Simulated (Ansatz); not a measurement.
`C1=[CH][GeH2][CH]=C1`. The species carries charge 0 and has multiplicity 1. Geometry: relaxed with PBE0-D4/def2-TZVP.

```xyz
11

C    -0.583   -1.016   -0.678
C    -0.074   -1.257    0.537
Ge    0.668    0.415    1.190
C     0.118    1.284   -0.459
C    -0.479    0.355   -1.215
H    -1.065   -1.783   -1.278
H    -0.107   -2.231    1.006
H     2.189    0.389    1.416
H    -0.018    0.962    2.453
H     0.238    2.313   -0.774
H    -0.887    0.569   -2.200
```

Task: What is the dipole moment at r2SCAN/def2-TZVPP? (Estimate.)

Result: Computed: 0.42 D, with components (-0.20, -0.12, -0.35) D in this frame, pointing from negative to positive charge.

Task: And with PBE, B3LYP, ωB97M-V? (Best estimate.)

Result: The calculation gave: PBE 0.41 D, B3LYP 0.42 D, ωB97M-V 0.42 D.

Task: Give the Mulliken charges with r2SCAN, B3LYP, ωB97M-V in def2-TZVPP. (Best estimate.)

Result: Computed: 
| atom | r2SCAN | B3LYP | ωB97M-V |
| --- | --- | --- | --- |
| C1 | -0.05 | -0.09 | -0.07 |
| C2 | -0.24 | -0.24 | -0.28 |
| Ge3 | 0.27 | 0.25 | 0.23 |
| C4 | -0.24 | -0.24 | -0.28 |
| C5 | -0.05 | -0.09 | -0.07 |
| H6 | 0.09 | 0.12 | 0.12 |
| H7 | 0.09 | 0.11 | 0.11 |
| H8 | -0.02 | -0.02 | 0.01 |
| H9 | -0.02 | -0.02 | 0.01 |
| H10 | 0.09 | 0.11 | 0.11 |
| H11 | 0.09 | 0.12 | 0.12 |

B3LYP here is the variant with VWN-RPA as its local correlation; programs differ in this.
